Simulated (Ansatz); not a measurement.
CH6ClGeN can be A, `[CH3][GeH]([NH2])[Cl]`, or B, `[NH2][GeH2][CH2]Cl`.

Computed with Ansatz on PBE0-D4/def2-TZVP structures; ΔE is electronic, products minus reactants. CBS: MP2 limit from def2 TZ/QZ plus the TZ coupled-cluster correction, frozen cores. Functionals use def2-TZVPP. B3LYP here is the variant with VWN-RPA as its local correlation; programs differ in this. For Ge outer-core shells are correlated without core-valence functions, which leaves a few kJ/mol of doubt a bond. Scalar relativity is left out up to krypton. One conformer a species, not always the lowest.

(1) Which isomer does CCSD(T)/CBS put lower? Give the gap. (Best estimate.)

(2) Give E(B) − E(A) in kJ/mol with B3LYP-D4, B2PLYP, MP2/def2-TZVPP, CCSD(T)/def2-TZVPP, CCSD/def2-TZVPP, ωB97M-V, PBE0-D4. (An estimate is asked.)

Largest T1 diagnostic: 0.010.

Answers

(1) Computed: A, by 171.4 kJ/mol.

(2) Ansatz gave: B3LYP-D4 172.9, B2PLYP 175.2, MP2/def2-TZVPP 178.5, CCSD(T)/def2-TZVPP 172.9, CCSD/def2-TZVPP 174.4, ωB97M-V 173.7, PBE0-D4 173.1. None reverses the order clearly.

In def2-TZVPP, CCSD(T) changes the Hartree–Fock value by −10.5 kJ/mol (the triples alone add −1.6 kJ/mol) and MP2 by −4.8 kJ/mol. From PBE to PBE0 (25 % exact exchange), in def2-TZVPP and without D4, E(B) − E(A) moves by +4.9 kJ/mol.
